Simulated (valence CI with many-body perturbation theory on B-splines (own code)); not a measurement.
Level structure of In XVIII

Calculated by relativistic CI+MBPT: four valence electrons over a frozen Dirac-Fock core [Ar] 3d10, a basis of 11 s, 11 p, 10 d, 8 f, 5 g, 2 h functions for each j, with the one-electron correlation potential Σ1 (screened to all orders), the two-electron term Σ2, the three-electron term Σ3, Breit, model QED; selected single and double excitations, second order for the rest, scaled by the run's own slope (own B-spline code, finite nucleus).

No measured levels were compared; by estimate levels hold to about 250 cm⁻¹ or 0.2 % of their energy and the worst to 1 %, as in measured heavy ions of charge 2 to 7; those with d or f electrons hold less well. Among the levels kept, up to 470 cm⁻¹ of a level comes from second order outside the variational space, and about a tenth of that is noise between levels of different J, which matters for small intervals.

Levels 136 to 180 of 183, with energies above the lowest level, 4s²4p² ³P_0. "Leading %" is the weight of the configuration and term that name the level; weights of strongly mixed levels are sums over their largest components and can fall short. In the jj column 3d3/2^4 stands for four electrons in 3d with j = 3/2.

| No. | Configuration | Term | J | E (cm⁻¹) | Leading % | g | Leading jj |
| --- | --- | --- | --- | --- | --- | --- | --- |
| 136 | 4p³4d | ³P° | 1 | 1513700 | 49 | 1.181 | 4p1/2 4p3/2^2 4d3/2 (43 %) |
| 137 | 4s4p4d² | ⁵G° | 2 | 1517800 | 36 | 0.679 | 4s 4p1/2 4d3/2^2 (26 %) |
| 138 | 4p³4d | ³S° | 1 | 1519400 | 50 | 1.736 | 4p1/2 4p3/2^2 4d5/2 (46 %) |
| 139 | 4p³4d | ¹F° | 3 | 1522200 | 17 | 1.121 | 4p1/2 4p3/2^2 4d5/2 (43 %) |
| 140 | 4s4p4d² | ⁵G° | 3 | 1526500 | 51 | 1.000 | 4s 4p1/2 4d3/2 4d5/2 (28 %) |
| 141 | 4p³4d | ¹F° | 3 | 1528900 | 34 | 1.171 | 4p1/2 4p3/2^2 4d3/2 (28 %) |
| 142 | 4s4p4d² | ⁵G° | 4 | 1542000 | 66 | 1.166 | 4s 4p1/2 4d3/2 4d5/2 (44 %) |
| 143 | 4p³4d | ¹D° | 2 | 1548100 | 25 | 1.144 | 4p1/2 4p3/2^2 4d5/2 (50 %) |
| 144 | 4p³4d | ³F° | 4 | 1548600 | 53 | 1.227 | 4p3/2^3 4d5/2 (75 %) |
| 145 | 4p³4d | ³P° | 1 | 1557000 | 27 | 1.098 | 4p1/2 4p3/2^2 4d3/2 (44 %) |
| 146 | 4p³4d | ³P° | 2 | 1560600 | 44 | 1.310 | 4p3/2^3 4d5/2 (68 %) |
| 147 | 4s4p²4f | ⁵D° | 4 | 1563200 | 28 | 1.350 | 4s 4p1/2^2 4f7/2 (44 %) |
| 148 | 4s4p²4f | ⁵D° | 3 | 1563900 | 14 | 1.248 | 4s 4p1/2 4d3/2 4d5/2 (44 %) |
| 149 | 4s4p4d² | ⁵G° | 5 | 1564200 | 68 | 1.264 | 4s 4p3/2 4d3/2 4d5/2 (29 %) |
| 150 | 4p³4d | ³P° | 0 | 1566900 | 75 |  | 4p3/2^3 4d3/2 (70 %) |
| 151 | 4s4p²4f | ⁵G° | 2 | 1567800 | 14 | 0.969 | 4s 4p1/2 4d3/2 4d5/2 (48 %) |
| 152 | 4s4p4d² | ⁵D° | 1 | 1573700 | 23 | 1.183 | 4s 4p1/2 4d3/2 4d5/2 (36 %) |
| 153 | 4s4p4d² | ⁵D° | 1 | 1576100 | 35 | 1.129 | 4s 4p1/2 4d3/2 4d5/2 (33 %) |
| 154 | 4s4p4d² | ⁵D° | 0 | 1576500 | 91 |  | 4s 4p1/2 4d3/2^2 (40 %) |
| 155 | 4s²4p5s | ³P° | 2 | 1576800 | 97 | 1.500 | 4s^2 4p3/2 5s (97 %) |
| 156 | 4s4p²4f | ³G° | 3 | 1576900 | 20 | 1.021 | 4s 4p1/2^2 4f7/2 (30 %) |
| 157 | 4s4p²4f | ⁵G° | 2 | 1579600 | 36 | 0.877 | 4s 4p1/2 4d3/2 4d5/2 (28 %) |
| 158 | 4s²4p5s | ¹P° | 1 | 1583000 | 70 | 1.141 | 4s^2 4p3/2 5s (97 %) |
| 159 | 4p³4d | ¹F° | 3 | 1585400 | 36 | 1.159 | 4p3/2^3 4d5/2 (65 %) |
| 160 | 4s4p4d² | ³H° | 4 | 1588100 | 25 | 1.069 | 4s 4p1/2 4d3/2 4d5/2 (29 %) |
| 161 | 4s4p4d² | ⁵F° | 1 | 1591700 | 48 | 0.742 | 4s 4p1/2 4d3/2^2 (34 %) |
| 162 | 4p³4d | ³D° | 2 | 1591800 | 26 | 1.036 | 4p3/2^3 4d3/2 (39 %) |
| 163 | 4s4p4d² | ⁵G° | 6 | 1593200 | 56 | 1.315 | 4s 4p3/2 4d5/2^2 (34 %) |
| 164 | 4p³4d | ¹F° | 3 | 1594100 | 23 | 1.112 | 4s 4p1/2 4d3/2 4d5/2 (18 %) |
| 165 | 4s4p4d² | ³H° | 4 | 1597500 | 29 | 1.071 | 4s 4p1/2 4d3/2 4d5/2 (31 %) |
| 166 | 4s4p4d² | ⁵D° | 2 | 1598200 | 29 | 1.159 | 4s 4p1/2 4d5/2^2 (26 %) |
| 167 | 4s4p4d² | ⁵P° | 1 | 1598600 | 58 | 2.036 | 4s 4p1/2 4d3/2 4d5/2 (36 %) |
| 168 | 4s4p4d² | ³H° | 5 | 1598800 | 28 | 1.133 | 4s 4p1/2 4d3/2 4d5/2 (42 %) |
| 169 | 4p³4d | ¹F° | 3 | 1600300 | 17 | 1.012 | 4p3/2^3 4d3/2 (24 %) |
| 170 | 4s4p4d² | ³F° | 2 | 1600500 | 22 | 0.970 | 4s 4p1/2 4d3/2^2 (19 %) |
| 171 | 4s4p²4f | ⁵D° | 3 | 1605500 | 20 | 1.249 | 4s 4p1/2 4d3/2 4d5/2 (30 %) |
| 172 | 4s4p²4f | ⁵G° | 5 | 1611800 | 32 | 1.275 | 4s 4p1/2 4p3/2 4f7/2 (57 %) |
| 173 | 4s4p4d² | ⁵D° | 3 | 1614800 | 32 | 1.239 | 4s 4p1/2 4d5/2^2 (32 %) |
| 174 | 4s4p²4f | ⁵G° | 4 | 1615700 | 33 | 1.211 | 4s 4p1/2 4p3/2 4f5/2 (42 %) |
| 175 | 4s4p4d² | ³D° | 1 | 1616600 | 39 | 0.536 | 4s 4p1/2 4p3/2 4f5/2 (20 %) |
| 176 | 4s4p4d² | ⁵P° | 2 | 1618700 | 39 | 1.539 | 4s 4p1/2 4d3/2 4d5/2 (42 %) |
| 177 | 4s4p²4f | ⁵F° | 2 | 1621600 | 24 | 1.292 | 4s 4p1/2 4p3/2 4f5/2 (35 %) |
| 178 | 4s4p4d² | ⁵F° | 3 | 1621700 | 53 | 1.267 | 4s 4p1/2 4d3/2 4d5/2 (22 %) |
| 179 | 4s4p²4f | ⁵D° | 1 | 1621900 | 32 | 0.803 | 4s 4p1/2 4p3/2 4f5/2 (44 %) |
| 180 | 4s4p²4f | ⁵F° | 4 | 1624000 | 20 | 1.263 | 4s 4p1/2 4p3/2 4f7/2 (25 %) |

Names give the largest LS component (configuration and term), which can be under half, so a name can repeat, a term be missing and a line seem to break the LS rules; names also repeat where a configuration has a term twice.

Where two levels of one J and parity lie close, their mixing, g and order are uncertain.
